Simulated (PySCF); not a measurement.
## Dipole moment and polarisability of `NC(=O)N1N=Cc2sccc2B1O`

Species: C6H6BN3O2S.
Atom-mapped SMILES: `[NH2:1][C:2](=[O:3])[N:4]1[N:5]=[CH:6][c:7]2[s:8][cH:9][cH:10][c:11]2[B:12]1[OH:13]` (hydrogens: H14, H15 on N1; H16 on C6; H17 on C9; H18 on C10; H19 on O13)

Structure used (PBE0-D3(BJ)/def2-SVP), in Å, numbered top down from 1:
```xyz
19
C6H6BN3O2S angstrom
N     -3.403   -0.050   -0.645
C     -2.521   -0.051    0.363
O     -2.830   -0.072    1.548
N     -1.160   -0.022   -0.026
N     -0.964   -0.010   -1.365
C      0.241    0.017   -1.828
C      1.405    0.036   -0.996
S      3.038    0.072   -1.558
C      3.627    0.074    0.060
C      2.619    0.048    0.987
C      1.325    0.026    0.392
B     -0.089   -0.008    0.995
O     -0.362   -0.024    2.309
H     -4.385   -0.095   -0.419
H     -3.052   -0.053   -1.595
H      0.328    0.025   -2.919
H      4.702    0.095    0.240
H      2.792    0.046    2.064
H     -1.340   -0.046    2.414
```

Level: wB97X-D/def2-SVPD (PySCF), static field, nuclei fixed, core orbitals frozen in the response. The polarisability tensor in these axes (au):

```
x   187.13   2.32  -8.71
y     2.32  72.73  -0.66
z    -8.71  -0.66 136.32
```

Question: Diagonalise the tensor; give its mean and Δα, where Δα² is half the sum of the squared differences of the eigenvalues.

Answer: Principal values 72.68, 134.87 and 188.64 au; mean 132.06 au = 19.57 Å³ = 21.77 × 10⁻⁴⁰ C²·m²/J; Δα = 100.51 au (76 % of the mean).

Question: What is the dipole moment, and where does it point?

Answer: (0.56, -0.01, -3.41) D, 3.46 D in size, pointing from the negative to the positive side. Measured along this direction, the outermost atoms are H19 at the negative end and H16 at the positive end.

Question: Form Σ f/ω² (atomic units) for the 10 lowest TDDFT singlets, given as eV and f, and set it beside the mean polarisability, which is this sum over all singlets: 4.56, 0.3501; 5.22, 0.0014; 5.30, 0.0560; 5.89, 0.0032; 6.13, 0.0001; 6.14, 0.0020; 6.43, 0.1585; 6.53, 0.0001; 6.59, 0.0147; 6.67, 0.0013.

Answer: They add up to 17.21 au, 13.0 % of the 132.06 au; the largest single term is 12.48 au, from the state at 4.56 eV. Terms in order: 12.48, 0.04, 1.47, 0.07, 0.00, 0.04, 2.84, 0.00, 0.25, 0.02 au. Higher excitations give the rest. The strengths listed sum to 0.587.

Question: Along which axes do the principal values lie, and how far do the nuclei extend along each?

Answer: Largest value along (0.99, 0.02, -0.16), where the nuclei span 8.86 Å; middle along (0.16, 0.00, 0.99), 5.32 Å; least along (-0.02, 1.00, 0.01), 0.02 Å. The response follows the extents in order.

Question: How large is μ²/3kT at 500 K beside α?

Answer: In Gaussian units μ²/3kT = 57.79 Å³ against 19.57 Å³, a ratio of 2.95; the Debye molar polarisation (4π/3)N_A(α + μ²/3kT) is 195.1 cm³/mol, leaving out the vibrational part.

Question: What are the principal values of the traceless quadrupole moment, Θ = ½Σq(3rr − r²1), about the centre of nuclear charge?

Answer: -15.03, -9.26, 24.29 D·Å. The values depend on the origin, since the dipole doesn't vanish. The electronic extent ⟨r²⟩ about the same centre is 2750 bohr², a root-mean-square distance of 2.78 Å for the 100 electrons.

Question: What would n − 1 = 2πNα be for an ideal gas of these molecules at 500 K and 1 atm, electronic part alone?

Answer: N = p/kT = 1.4678 × 10¹⁹ cm⁻³, so n − 1 = 2π × N × 19.57 × 10⁻²⁴ cm³ = 1805 × 10⁻⁶ at long wavelengths.

Geometry: PBE0-D3(BJ)/def2-SVP, one conformer, isolated molecule.
